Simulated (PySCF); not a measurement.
HgF4, SMILES [F][Hg]([F])([F])[F].

Geometry optimised at B3LYP-D3(BJ)/def2-SVP. The def2 effective core potentials stand for the cores of Hg; spin–orbit coupling is left out.

The numbers are results of PySCF with CAM-B3LYP/def2-TZVP, not measurements.

| Item | Value |
|---|---|
| total energy | -552.73236 hartree |
| point group | D4h |
| highest occupied level | -13.56 eV |
| lowest empty level | -6.10 eV |
| orbital gap | 7.46 eV |
| dipole moment | 0.00 D |
| quadrupole, principal values (traceless, Buckingham form, about the centre of nuclear charge) | -5.12, -5.12, 10.25 D·Å |
| mean static polarisability | 40.8 bohr³ (6.04 Å³) |
| polarisability, principal values | 20.6, 50.9, 50.9 bohr³ |
